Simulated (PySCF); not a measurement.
**Dipole response of S²⁺ (sulfur, charge +2)**

[Ne] 3s2 3p2, high-spin 3P determinant. All numbers are calculated (PySCF 2.14, no relativity, point nucleus, in aug-cc-pV(T+d)Z (6s5p4d2f, 55 functions)). Coupled (time-dependent) response in atomic units; α is the mean over directions.

```json
{"method": "UHF", "mean α (bohr³)": "7.497", "α xx, yy, zz": "7.758, 7.367, 7.367", "C₆ (like pair)": "27.33", "S(−4)": "20.85"}
{"method": "PBE", "mean α (bohr³)": "7.318", "α xx, yy, zz": "7.498, 7.229, 7.229", "C₆ (like pair)": "26.52", "S(−4)": "18.52"}
{"method": "PBE0", "mean α (bohr³)": "7.326", "α xx, yy, zz": "7.537, 7.221, 7.221", "C₆ (like pair)": "26.56", "S(−4)": "18.70"}
{"method": "M06-L", "mean α (bohr³)": "7.083", "α xx, yy, zz": "7.380, 6.934, 6.934", "C₆ (like pair)": "25.86", "S(−4)": "16.36"}
{"method": "wB97X-V", "mean α (bohr³)": "7.352", "α xx, yy, zz": "7.580, 7.238, 7.238", "C₆ (like pair)": "26.72", "S(−4)": "18.70"}
```

S(−4) is the Cauchy moment in α(ω) = α(0) + S(−4) ω² + …

α(iu) at UHF:

```json
{"u (hartree)": "0", "α(iu) (bohr³)": "7.497"}
{"u (hartree)": "0.0500", "α(iu) (bohr³)": "7.445"}
{"u (hartree)": "0.100", "α(iu) (bohr³)": "7.297"}
{"u (hartree)": "0.200", "α(iu) (bohr³)": "6.774"}
{"u (hartree)": "0.300", "α(iu) (bohr³)": "6.079"}
{"u (hartree)": "0.500", "α(iu) (bohr³)": "4.629"}
{"u (hartree)": "0.750", "α(iu) (bohr³)": "3.202"}
{"u (hartree)": "1.00", "α(iu) (bohr³)": "2.264"}
{"u (hartree)": "1.50", "α(iu) (bohr³)": "1.267"}
{"u (hartree)": "2.00", "α(iu) (bohr³)": "0.8078"}
{"u (hartree)": "3.00", "α(iu) (bohr³)": "0.4228"}
{"u (hartree)": "5.00", "α(iu) (bohr³)": "0.1918"}
```

A single London oscillator, α(iu) = α/(1 + u²/ω²), gives C₆ = (3/4) ω α². Matching the computed C₆ needs ω = 4 × 27.33 / (3 × 7.497²) = 0.648 hartree.

For an ion, C₆ is the dispersion term alone; charge-induced terms of lower order in 1/R come first.

The components differ because the open shell of this determinant is not spherical; for a pure term their mean is the scalar polarisability.
